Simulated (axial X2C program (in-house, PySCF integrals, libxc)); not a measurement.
## Worked dissociation energy of BI⁻: TPSS, without spin–orbit coupling

Calculated with an axial X2C code built on PySCF integrals. Spin-free means the one-electron spin-free X2C Hamiltonian. Basis: I dyall-acv3z [12s13p9d5f1g], B dyall-av3z [8s7p3d2f] (cores contracted in-house); Gaussian nuclei, density fitting, unrestricted open shells. Masses: I 126.904 u, B 11.009 u.

Molecular state: M_S = 1/2, Λ = 1 (beyond evenly filled blocks: π+α).

```
E(I-) (2M_S = 0, M_L = 0) : -7115.480246 hartree
E(B) (2M_S = 1, M_L = 0)  : -24.675806 hartree
E(BI⁻) at Re              : -7140.194495 hartree
ωe                        : 334.8 cm⁻¹
ωexe                      : 3.11 cm⁻¹
```

Task: Work out De and D0.

Result: De = -7115.480246 + (-24.675806) − (-7140.194495) = 0.03844 hartree = 1.046 eV. The zero-point energy is ωe/2 − ωexe/4 = 167 cm⁻¹ = 0.021 eV, so D0 = 1.025 eV.

The state is a single determinant with fixed occupations, the lowest that a limited PBE0 search found. Dissociation energies refer to the lowest single-determinant-based atoms at the same level and basis. Without a current term, density functionals place determinants with orbital angular momentum somewhat too high. The highest occupied level of some functionals is positive through self-interaction error; at Hartree–Fock it is bound.

Each atomic determinant is the lowest at this level and need not be a pure term. Totals compare only within one Hamiltonian and basis.
